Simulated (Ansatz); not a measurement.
A nudged elastic band was laid between two geometries of C₂H₆BSi (10 atoms, charge 1, multiplicity 1).

The calculation used RKS PBE-D4/def2-SVP (Ansatz).

```yaml
movable_images: 5
climbing_image: yes
spring: 5.0 eV/Å²
optimiser: quadratic models (default)
start_path: IDPP
force_threshold: 0.05 eV/Å
iteration_limit: 60
end_points: relaxed
```

Image 0:

```xyz
10
Properties=species:S:1:pos:R:3
C -1.338 1.525 -0.662
C -0.437 0.985 0.217
B 0.173 -0.364 -0.066
Si 1.446 -1.624 0.739
H -1.636 0.996 -1.583
H -1.806 2.510 -0.486
H -0.179 1.562 1.122
H -0.098 -1.034 -1.076
H 2.874 -1.724 0.287
H 1.002 -2.832 1.509
```

Image 6:

```xyz
10
Properties=species:S:1:pos:R:3
C -1.343 1.525 -0.655
C -0.437 0.991 0.224
B 0.173 -0.359 -0.051
Si 1.454 -1.622 0.728
H -1.647 0.987 -1.570
H -1.808 2.512 -0.485
H -0.173 1.575 1.122
H -0.106 -1.042 -1.052
H 1.019 -2.832 1.501
H 2.867 -1.733 0.236
```

Q: Which bonds break or form, and what moves?

A: No bond is made or broken. The dihedral C2–B3–Si4–H9 goes from -100 to 101°. The two ends are copies of one structure, up to a mirror image or an exchange of like atoms.

Q: Give the energies along the band, and the barrier.

A: The forces met the threshold. The highest image is number 3 of 0 to 6, 15.8 kJ/mol above the ends, which have the same energy within 2 meV. A vibrational analysis at the climbing image gives one clearly imaginary mode, 172i cm⁻¹: a first-order saddle point. Limits of this set-up: the dipole of an ion depends on the origin.

```
image  path coordinate (Å)  energy (kJ/mol)  dihedral C2–B3–Si4–H9 (°)
    0                 0.00              0.0                       -100
    1                 0.86              4.0                        -68
    2                 1.71             11.6                        -34
    3                 2.57             15.8                          0
    4                 3.43             11.6                         35
    5                 4.30              3.9                         69
    6                 5.17              0.0                        101
```

Q: What is the geometry of the highest image?

A: 
```xyz
10
Properties=species:S:1:pos:R:3
C -1.219 1.600 -0.623
C -0.178 0.900 -0.051
B -0.176 -0.613 -0.149
Si 1.349 -1.668 0.698
H -2.038 1.074 -1.145
H -1.279 2.702 -0.590
H 0.611 1.485 0.453
H -1.031 -1.272 -0.698
H 2.504 -1.044 1.426
H 1.457 -3.164 0.679
```

Q: What are the harmonic wavenumbers there?

A: 172i, 91, 153, 322, 402, 476, 565, 640, 742, 894, 924, 971, 1020, 1051, 1118, 1265, 1392, 1557, 2190, 2231, 2616, 3066, 3093, 3175 cm⁻¹.

The run took 100 s on 1 thread of Intel(R) Xeon(R) Platinum 8375C CPU @ 2.90GHz (Ice Lake), on a shared host, peak memory 0.14 GiB.
